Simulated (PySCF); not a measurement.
Ga(H)(Cl)(OMe) (CH4ClGaO), SMILES C[O][GaH][Cl].

Coordinates come from a PBE0-D3(BJ)/def2-SVP optimisation. The structure was generated by enumeration; whether it is a known compound was not checked. Other conformers were not sampled.

The numbers are results of B3LYP/def2-TZVP in PySCF, not measurements.

Symmetry labels are those of the subgroup Cs that the program uses (full group Cs).

Computed valence orbital energies around the gap with their symmetry:
| orbital | symmetry | energy (eV) |
|---|---|---|
| HOMO−7 | A" | -12.24 |
| HOMO−6 | A' | -12.15 |
| HOMO−5 | A' | -11.45 |
| HOMO−4 | A' | -9.76 |
| HOMO−3 | A" | -9.05 |
| HOMO−2 | A' | -8.78 |
| HOMO−1 | A' | -8.20 |
| HOMO | A" | -7.94 |
| LUMO | A" | -1.43 |
| LUMO+1 | A' | -0.77 |
| LUMO+2 | A' | 0.57 |
| LUMO+3 | A' | 1.79 |
